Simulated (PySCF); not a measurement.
C2H8ClNSi, SMILES CC[SiH](N)Cl. Atoms are numbered in the order given.

```xyz
13

Si     0.0904    -0.3512     0.3178
N      0.8333    -1.5247    -0.7029
Cl     1.3933     1.1867     0.9342
C     -1.3160     0.4757    -0.6058
C     -2.4119    -0.4937    -1.0683
H     -0.3328    -1.0508     1.5577
H      1.4875    -2.1938    -0.3066
H      1.1270    -1.2556    -1.6383
H     -0.8744     1.0102    -1.4665
H     -1.7302     1.2638     0.0464
H     -3.2039     0.0274    -1.6298
H     -1.9991    -1.2823    -1.7165
H     -2.8913    -0.9962    -0.2122
```
Charge 0, spin multiplicity 1.

Geometry: B3LYP-D3(BJ)/def2-SVP. Other conformers were not sampled.

Method: PySCF with B3LYP/pcSseg-1.

GIAO shieldings, no solvent; atoms listed in one row are averaged. δ = σ(ref) − σ: ²⁹Si against TMS (σ = 338.7 ppm); ¹⁵N against NH3 (σ = 265.5 ppm); ³⁵Cl against HCl (σ = 933.3 ppm); ¹³C against TMS (σ = 181.3 ppm); ¹H against TMS (σ = 31.68 ppm), references at their B3LYP-D3(BJ)/def2-TZVP geometries, non-relativistic (without spin–orbit terms, shifts of atoms bonded to Cl or Br come out too high).

Computed chemical shifts:
```csv
nucleus,atoms,count,δ (ppm)
²⁹Si,Si1,1,4.2
¹⁵N,N2,1,39.4
³⁵Cl,Cl3,1,74.3
¹³C,C4,1,17.1
¹³C,C5,1,12.2
¹H,H6,1,5.24
¹H,"H11, H12, H13",3,1.41
¹H,H7,1,1.38
¹H,"H9, H10",2,1.08
¹H,H8,1,0.98
```
